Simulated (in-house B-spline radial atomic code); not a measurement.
## Ionising the neodymium ion Nd²⁺ with different functionals

Computed with a B-spline radial code for spherical atoms: scalar-relativistic (spin-free X2C) Hamiltonian, Fermi nucleus of rms radius 4.9123 fm, spin-polarised at highest spin, spherical fractional occupations for the functionals, the average over the highest-spin determinants for Hartree-Fock. The ionisation energy is the difference of two self-consistent energies, [Xe] 4f4 → [Xe] 4f3, without Breit or QED terms; ε is the level of the shell that loses the electron (its least bound occupied spin orbital). There is no spin-orbit coupling in this Hamiltonian.

Hybrids are left out here: with spherical fractional occupations of an open shell their exact exchange keeps a self-interaction that integer-occupation calculations don't have.

```json
{"method": "Hartree-Fock", "rung": "Hartree-Fock", "ΔSCF (eV)": "?", "-ε(4f) (eV)": "?"}
{"method": "LDA VWN5", "rung": "LDA", "ΔSCF (eV)": "23.64", "-ε(4f) (eV)": "15.75"}
{"method": "LDA PW92", "rung": "LDA", "ΔSCF (eV)": "23.64", "-ε(4f) (eV)": "15.74"}
{"method": "LDA exchange-only", "rung": "LDA", "ΔSCF (eV)": "22.08", "-ε(4f) (eV)": "14.31"}
{"method": "PBE", "rung": "GGA", "ΔSCF (eV)": "23.37", "-ε(4f) (eV)": "15.51"}
{"method": "PBEsol", "rung": "GGA", "ΔSCF (eV)": "23.40", "-ε(4f) (eV)": "15.53"}
{"method": "BLYP", "rung": "GGA", "ΔSCF (eV)": "?", "-ε(4f) (eV)": "?"}
{"method": "RPBE", "rung": "GGA", "ΔSCF (eV)": "23.32", "-ε(4f) (eV)": "15.46"}
{"method": "PW91", "rung": "GGA", "ΔSCF (eV)": "23.45", "-ε(4f) (eV)": "15.58"}
{"method": "BP86", "rung": "GGA", "ΔSCF (eV)": "23.44", "-ε(4f) (eV)": "15.56"}
{"method": "AM05", "rung": "GGA", "ΔSCF (eV)": "23.43", "-ε(4f) (eV)": "15.54"}
{"method": "OLYP", "rung": "GGA", "ΔSCF (eV)": "23.75", "-ε(4f) (eV)": "15.80"}
{"method": "TPSS", "rung": "meta-GGA", "ΔSCF (eV)": "23.15", "-ε(4f) (eV)": "15.30"}
{"method": "SCAN", "rung": "meta-GGA", "ΔSCF (eV)": "23.24", "-ε(4f) (eV)": "15.44"}
{"method": "r2SCAN", "rung": "meta-GGA", "ΔSCF (eV)": "23.17", "-ε(4f) (eV)": "15.29"}
{"method": "revTPSS", "rung": "meta-GGA", "ΔSCF (eV)": "23.16", "-ε(4f) (eV)": "15.30"}
```

**Question.** What does Hartree-Fock give?

**Answer.** ΔSCF 19.99 eV, and -ε(4f) = 23.87 eV.

**Question.** What does BLYP give?

**Answer.** ΔSCF 23.17 eV, and -ε(4f) = 15.32 eV.

**Question.** How do they compare with the NIST value?

**Answer.** NIST lists 22.09 eV ± 0.04 (semi-empirical, ground level to ground level). Errors run from -2.10 to +1.66 eV. The correlated functionals all miss on the same side by more than they spread, so the cause is common to them (spin-orbit coupling, Breit-QED terms, multiplet and fine-structure energies, or a listed next ion that isn't the cheapest removal here) and closeness doesn't rank the functionals. Hartree-Fock also lacks correlation.
